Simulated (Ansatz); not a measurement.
Species: SrCl, net charge 0, doublet state. SMILES: [Cl][Sr]
Geometry from a B3LYP-D3(BJ)/def2-TZVP (Ansatz, an electronic-structure program) optimisation:
```
Sr
Cl 1 2.5987
```
Charge 0, spin multiplicity 2.

Property: atomisation energy, in kcal/mol. Conventions: open shells spin-unrestricted; frozen cores in correlated levels (noble-gas shells and the d and f shells of earlier blocks; the outer core of K, Ca and congeners matters and is frozen too); atomisation electronic, to ground-state atoms; STO-3G and 3-21G all-electron and non-relativistic; 6-31G* and kin with 6d, 5d where marked; LANL2DZ with its own core potentials from Na on; no spin-orbit coupling. Ab initio and DFT rows: single points at B3LYP-D3(BJ) geometries (Ansatz). The Hartree-Fock reference of Sr atom is unstable towards a lower, spin-broken solution. The spin state of an ion or metal species was assumed, not searched.

```json
[
 {"level": "MP2/STO-3G", "program": "Ansatz", "atomisation energy (kcal/mol)": "73.1"},
 {"level": "MP2/3-21G", "program": "Ansatz", "atomisation energy (kcal/mol)": "69.6"},
 {"level": "MP2/LANL2DZ", "program": "Ansatz", "atomisation energy (kcal/mol)": "62.7"},
 {"level": "MP2/6-31G* with LANL2DZ past Ar", "program": "Ansatz", "atomisation energy (kcal/mol)": "72.9"}
]
```

No value to compare with is used here. The 4 habitual levels span 62.7 (MP2/LANL2DZ) to 73.1 kcal/mol (MP2/STO-3G).

The sets are all those run for this method; runs whose electronic state is in doubt are left out.
